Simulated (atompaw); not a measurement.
## Ta (Z = 73): one change to a PAW (atompaw) potential, before and after

* Element: Ta
* Generator: atompaw 4.2.0.5
* Type: PAW
* Functional: PBE
* Relativity: scalar-relativistic
* Frozen core: [Kr] 4d10 4f14
* Valence charge: 13
* Reference configuration: 5s2 5p6 5d3 6s1 6p0 (charge +1)
* Partial waves: 5s (bound): rc 1.35 bohr; 6s (bound): rc 2.75 bohr; 5p (bound): rc 1.80 bohr; 6p (bound, empty): rc 2.75 bohr; 5d (bound): rc 2.75 bohr; 5d channel at -0.35 Ry: rc 2.75 bohr
* Local potential: vpsmatchnc scheme with l = 3 at 0 Ry, radius 2.55 bohr
* Core correction: smooth core density matched at 1.70 bohr
* Augmentation charge: sinc compensation charge, radius 2.25 bohr; PAW radius 2.75 bohr; waves and projectors: custom polynom2 7 10 vanderbiltortho

All-electron outer shells of the reference configuration (PBE, scalar-relativistic, ld1.x):

```tsv
shell	level (eV)	outermost node (bohr)	outermost maximum (bohr)
5s	-80.21	0.54	0.98
5p	-46.62	0.58	1.13
4f	-31.91	–	0.44
6s	-11.62	1.32	2.68
5d	-10.49	0.65	1.56
6p	-6.61	1.58	3.48
```

Change: reference 5s2 5p6 5d3 6s1.5 6p0.5.

Cutoffs: the cutoffs (Ry, on a coarse ladder) from which the occupation-weighted sum of valence levels, in a spherical-Bessel basis at the reference potential, stays within 10 and 1 mRy of its value at 400 Ry; they do not see the model core or the augmentation charge, which bear on the density cutoff.

Q: What does the change do?

A: The potential gets neither clearly harder nor softer (25 Ry and 55 Ry → 25 Ry and 55 Ry); the range in which the d phases agree narrows (upper end at the end of the scan → 2.3); neither file shows a bound ghost.

```csv
quantity,base,changed
"cutoff, loose",25 Ry,25 Ry
"cutoff, tight",55 Ry,55 Ry
bound ghosts,none,none
s: phases at 2.76 bohr within 0.05 rad from the reference energy up to (Ry; the scan ends near 5),1.0,1.4
p: phases at 2.76 bohr within 0.05 rad from the reference energy up to (Ry; the scan ends near 5),0.0,0.4
d: phases at 2.76 bohr within 0.05 rad from the reference energy up to (Ry; the scan ends near 5),to the end of the scan,2.3
lowest overlap eigenvalue by channel,"s 0.28, p 0.47, d 0.92","s 0.26, p 0.47, d 0.93"
```

 The cutoffs see the waves, projectors and local potential, not the compensation charge or the core.
